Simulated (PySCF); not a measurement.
Start geometry of `C=CCBr` from GFN2-xTB (Å):
```
atom  x, y, z in Å
C1    -1.3180   -0.2574    0.4384
C2    -0.2485    0.4657    0.2067
C3     0.8893   -0.0402   -0.5846
Br4    2.5293   -0.2250    0.5809
H5    -2.1586    0.1587    0.9995
H6    -1.4689   -1.2249    0.0443
H7    -0.1167    1.4626    0.6188
H8     1.2302    0.6631   -1.3624
H9     0.7198   -1.0197   -0.9754
```

**Question.** What comes out of this run: PySCF, PBE0-D3(BJ)/def2-SVP geometry optimisation, gas phase?

**Answer.** 
```
atom  x, y, z in Å
C1    -1.2687   -0.3211    0.5834
C2    -0.2368    0.4511    0.2388
C3     0.8566    0.0108   -0.6624
Br4    2.5806   -0.0139    0.2718
H5    -2.0645    0.0459    1.2361
H6    -1.3559   -1.3511    0.2224
H7    -0.1648    1.4752    0.6225
H8     1.0072    0.7006   -1.5034
H9     0.6988   -1.0055   -1.0452
```

The energy falls by 9.8 kJ/mol over 8 energy and gradient evaluations, the largest force component goes from 0.0280 to 3.1e-04 Eh/bohr, and the atoms move by 0.029 Å rms after alignment. The bond that changes most is C3–Br4 (sp3 C–Br carbon to alkyl bromine), which shortens by 0.059 Å. Bonds longer at the end by more than 0.005 Å: 5 of 8; shorter: 1. Among the angles that change most is H8–C3–H9, from 112.1° to 109.5°. Rotational constants go from 18810, 1959, 1896 to 19410, 1962, 1905 MHz. The orientation of the end geometry is arbitrary; only internal coordinates are fixed.

The run used 99 basis functions and 53 SCF cycles in all. The run took 22 s wall on Arm Neoverse V2, one thread, no GPU, on a shared host, and the process peaked at 0.41 GiB of memory.

No PBE0-D3(BJ)/def2-SVP frequencies stand behind this structure, so it isn't proved a minimum. One conformer, not necessarily the lowest.
